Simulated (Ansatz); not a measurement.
A made-up structure of AlBH$_{3}$Br, closed shell:

```tsv
atom	x (Å)	y (Å)	z (Å)
Al1	0.6581	-0.2862	0.7982
B2	-0.7928	0.4530	-0.5558
Br3	2.2650	-1.7729	-0.2095
H4	-1.7625	-0.1357	-0.7447
H5	-0.5903	1.4127	-1.1561
H6	0.8919	-0.0675	2.2841
```

It is relaxed with PBE-D4/def2-SVP and then PBE0-D4/def2-TZVP (Ansatz 0.2.0). Atoms count as bonded within 1.22 times the sum of their covalent radii (H–H: 0.88 Å). The end point is not checked to be a true minimum.

**Question.** Does its bonding change? (Judge from chemistry; the calculation decides.)

**Answer.** Computed: No: no bond forms or breaks.

Where it ends: The first stage lowers the energy by 0.24 eV in 4 steps. It ends as AlBH₃Br ([BH2][AlH][Br]):
```
6
angstrom
Al 0.7077 -0.3315 0.7693
B -0.7563 0.4267 -0.5502
Br 2.2151 -1.7312 -0.1970
H -1.7923 -0.1407 -0.7518
H -0.5957 1.4383 -1.1721
H 0.8909 -0.0581 2.3180
```

Labels in which every atom is bracketed show which atoms are joined, not bond orders.

For scale, one of the runs: PBE0-D4/def2-TZVP relaxation, 134 basis functions, launched by `ansatz run in.yaml --threads 2 --pin off --events-out ev --progress --plain --max-ram 4352MiB`. The run took about 26 s on 2 CPU threads of an Arm Neoverse V1 (shared host).
